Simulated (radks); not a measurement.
Problem. These are the eigenvalues of the occupied orbitals of an atom or ion with whole-number occupations (eV). Calculated with a radial shooting solver on a logarithmic mesh with Libxc functionals: non-relativistic Kohn-Sham, BLYP, spin-polarised, spherical densities, point nucleus.

| orbital | eigenvalue |
|---|---|
| 1s | -106.5667 |
| 2s | -5.4672 |

Which element is it, and in what charge state? The configuration may be excited. Open shells, if any, are filled with parallel spins first.

Solution. Z = 4, beryllium, charge 0: Be in [He] 2s2. The 1s level, -3.9163 hartree, gives Z - s = 2.8 by -(Z - s)^2/2, which with screening narrows Z to a few neighbours, and with so few levels the electron count can be read from the list.
